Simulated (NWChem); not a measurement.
Species: C3H6OSi; SMILES O=C1C[SiH2]C1

```xyz
11

O      0.5070    -2.0954     0.0000
C      0.0335    -0.9835     0.0000
C     -0.2119    -0.0561    -1.2078
Si     0.1389     1.3898     0.0000
C     -0.2119    -0.0561     1.2078
H      0.3847    -0.2928    -2.0909
H     -1.2757    -0.0594    -1.4834
H     -0.8085     2.5340     0.0000
H      1.5416     1.8749     0.0000
H     -1.2757    -0.0594     1.4834
H      0.3847    -0.2928     2.0909
```
Atoms are numbered in this order, from 1.

Program: NWChem. The geometry was optimised at B3LYP/6-31G* (spherical d). GIAO values for the isolated, static molecule; σ is the absolute isotropic shielding, δ = σ(reference) − σ with the isolated reference molecule computed at the same levels (13C: tetramethylsilane, 1H: tetramethylsilane, 17O: water, 29Si: tetramethylsilane).

Question: What does the run give for KT2/pcSseg-1? Quantities: δ O1 (ppm); δ C3 (ppm); δ Si4 (ppm); δ H6 (ppm); δ H7 (ppm); δ H8 (ppm); δ H9 (ppm).

Answer: The δ O1 (ppm) is 614.5 and the δ C3 (ppm) comes out as 41.2. The δ Si4 (ppm) is -77.2 and the δ H6 (ppm) comes out as 2.37. The δ H7 (ppm) comes out as 3.00 and the δ H8 (ppm) is 4.26. The δ H9 (ppm) comes out as 4.13.
